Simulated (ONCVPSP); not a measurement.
platinum, ONCV: configuration errors across variants

platinum, optimised norm-conserving Vanderbilt (ONCV), made with ONCVPSP 4.0.1 (LDA (Perdew-Zunger), scalar-relativistic). Core [Kr] 4d10 4f14, reference 5s2 5p6 5d9 6s1. Waves: 5s+6s: rc 1.50 bohr, ncon 4, nbas 7, qcut 8.8 1/bohr, 3 projectors, debl 2.2 Ha; 5p: rc 1.70 bohr, ncon 4, nbas 7, qcut 10.1 1/bohr, 2 projectors, debl 3.2 Ha; 5d: rc 1.60 bohr, ncon 5, nbas 9, qcut 5.2 1/bohr, 2 projectors, debl 1.5 Ha. Local part: polynomial inside 1.15 bohr (lpopt 5, dvloc0 4 Ha). Core correction: Teter function, fcfact 5.25, rcfact 1.75.

All-electron excitation energies from the reference (eV): (1) 5s2 5p6 5d9 6s0 9.545; (2) 5s2 5p6 5d8 6s0 29.804; (3) 5s2 5p6 5d7 6s0 62.315; (4) 5s2 5p6 5d6 6s0 108.263.

A true bound ghost makes a file unfit for plane-wave use even where its test errors are small: the radial tests pick states by their node count and pass the ghost by.

Errors AE − PS in meV (a dash: test not solved or not reliable):

```
      change   (1)  (2)  (3)   (4)  bound ghosts  GHOST(+) flags above zero
        base  -6.1  -13  -52  -149          none                          s
 d: debl 0.3  -6.1  -13  -53  -150             d                          s
d: debl 0.75  -6.1  -13  -53  -149          none                       s, d
 d: debl 1.2  -6.1  -13  -52  -149          none                          s
   d: debl 2  -6.1  -13  -52  -149          none                          s
 d: debl 2.7  -6.1  -13  -52  -148          none                          s
d: debl 4.45  -6.1  -13  -52  -148          none                          s
```

Task: Give the same row for: d: debl 0.45.

Result: -6.1, -13, -53, -150; bound ghosts: d; GHOST(+) flags above zero: s.
